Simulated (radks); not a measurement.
Problem. All-electron atom: Fe XIII in [Ne] 3s2 3p2 (the NIST ground configuration). All-electron calculation, Dirac Kohn-Sham, PBEsol, spin-unpolarised, spherical densities, finite nucleus; open shells fill j = l - 1/2 first; Fermi nuclear charge, rms radius 3.7377 fm. Program: a radial shooting solver on a logarithmic mesh with Libxc functionals. Some entries of the table are withheld. Estimate them.

orbital  occ.  eigenvalue (eV)  <1/r> (bohr^-1)
1s1/2       2        -7341.408            25.96
2s1/2       2        -1158.927            5.619
2p1/2       2        -1048.717            5.564
2p3/2       4        -1036.045            5.465
3s1/2       2        -376.9270            2.053
3p1/2       2              (1)              (2)
3p3/2       0              (3)              (4)
3d3/2       0        -288.5488            1.816
3d5/2       0        -288.1425            1.811
4s1/2       0        -180.1142            1.026

Solution. 
(1) 3p1/2 eigenvalue (eV): -342.7426
(2) 3p1/2 <1/r> (bohr^-1): 1.985
(3) 3p3/2 eigenvalue (eV): -340.3350
(4) 3p3/2 <1/r> (bohr^-1): 1.963
